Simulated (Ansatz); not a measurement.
Task: Name a neutral molecule of B, O, Si, Zn and H with HOMO energy (ωB97M-V/def2-TZVPP) between -9.25 and -8.95 eV and LUMO energy (PBE/def2-TZVPP) between -3.85 and -3.55 eV (Ansatz, PBE0-D4/def2-TZVP geometry).

Result: `O[SiH2][BH][ZnH]` (-8.96 eV, -3.81 eV). Other molecules can fit too; these were computed, each in one conformer that needn't be the lowest.
